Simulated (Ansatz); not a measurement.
`C[CH](C)[In]([Cl])[Cl]`, charge 0, multiplicity 1.

Q: Give a relaxed structure at PBE0-D4/def2-TZVP (Ansatz 0.2.0). (An estimate is asked.)

A: The calculation gave: 
```xyz
13

C     0.268   -0.339    1.468
C    -0.432    0.084    0.187
C    -0.104    1.509   -0.230
In   -0.011   -1.304   -1.418
Cl   -0.031   -0.736   -3.679
Cl    0.528   -3.550   -1.099
H     1.355   -0.275    1.377
H     0.019   -1.360    1.763
H    -0.025    0.326    2.289
H    -1.515   -0.015    0.316
H    -0.618    1.807   -1.146
H    -0.402    2.206    0.562
H     0.968    1.648   -0.391
```
Point group Cs.
This is one stationary point; other conformers may exist.
